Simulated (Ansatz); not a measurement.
System: sum formula SiN$_{3}$H$_{6}$Cl (charge 0, singlet). 
Coordinates optimised at B3LYP-D3(BJ)/def2-TZVP (Ansatz, an electronic-structure program):
```xyz
11

N     -0.9994    -1.1121    -1.0915
Si     0.0764    -0.0184    -0.3508
N     -0.1028     1.5337    -1.0298
N      1.6812    -0.5599    -0.5356
Cl    -0.3703     0.0886     1.7002
H     -1.9472    -1.2293    -0.7727
H     -0.6320    -1.9476    -1.5160
H     -0.7972     1.6777    -1.7443
H      0.0884     2.3723    -0.5066
H      2.1056    -1.2047     0.1108
H      2.3560     0.0515    -0.9648
```

Basis-set convergence of Hartree-Fock and MP2 correlation energies (hartree) with Ansatz. Cores are frozen in the correlated levels unless marked. No spin-orbit coupling. No relativistic terms.

| basis | functions | E(HF) | E(corr, MP2) |
|---|---|---|---|
| cc-pV(D+d)Z | 118 | -915.45593 | -0.74310 |
| cc-pV(T+d)Z | 252 | -915.55540 | -0.95148 |
| cc-pV(Q+d)Z | 473 | -915.57662 | -1.02746 |

Extrapolating the two largest sets (X = 3 and 4) as X^-3: E(corr) = (64·(-1.02746) - 27·(-0.95148))/37 = -1.0829 Eh, an estimate of the basis-set limit. The largest set recovers 94.9 % of it, the smallest 68.6 %.
